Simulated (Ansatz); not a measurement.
**F3H3SiSn: structure from calculated spectroscopic constants**

These gas-phase data were calculated for one isomer of F3H3SiSn at PBE0-D3(BJ)/def2-SVP (harmonic, unscaled wavenumbers; equilibrium rotational constants with average atomic masses):

```
rotational constants            : 3.543, 1.066, 1.055 GHz
all wavenumbers above 1500 cm⁻¹ : 2268, 1952, 1941
```

Candidates:

(1) `[F][SnH2][SiH](F)F`, a singlet
(2) `F[SiH2][SnH]([F])[F]`, a singlet
(3) `F[Si](F)(F)[SnH3]`, a singlet

Assign the data to one candidate and say why.

Candidate (1). The band at 2268 cm⁻¹ lies where the Si–H stretch is expected; (3) has no mode between 2000 and 2380 cm⁻¹. 1 mode lies between 2000 and 2380 cm⁻¹, one for each Si–H bond, while (2) has 2.

The same quantities for all candidates:

```tsv
	rotational constants (GHz)	wavenumbers above 1500 cm⁻¹	E above the lowest, PBE0-D3(BJ)/def2-SVP (kcal/mol)
(1)	3.543, 1.066, 1.055	2268, 1952, 1941	26.9
(2)	3.224, 1.251, 1.18	2275, 2258, 1951	45.0
(3)	3.755, 0.9812, 0.9812	1964, 1964, 1955	0.0
```

Harmonic stretches to hydrogen usually lie a few per cent above observed fundamentals. Each candidate is one conformer. Atoms past krypton carry core potentials. Programs: Ansatz 0.2.0.
